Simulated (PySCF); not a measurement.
A run for PySCF: R-HF/3-21G on H2OSi (SMILES O[SiH]), a point of a torsion scan.

```python
from pyscf import gto, scf, dft, mp
from pyscf.data.elements import chemcore

mol = gto.M(
    atom='''
    O    -0.74946053    0.25163555    0.28805267
    Si    0.70661352    0.69714693   -0.35076480
    H    -1.32431400   -0.39922658   -0.09815920
    H     1.28791771    1.02549187    0.97328605
    ''',
    basis='3-21g',
    charge=0, spin=0, verbose=3, max_memory=1800)
mf = scf.RHF(mol)
mf.conv_tol = 1e-8
mf.max_cycle = 100
mf.kernel()
if not mf.converged:
    mf = mf.newton().run(mf.mo_coeff, mf.mo_occ)
```

The log:

```
converged SCF energy = -362.99179474889
```

The run converged.

Cost: about 0.22 core-seconds (a rough figure).
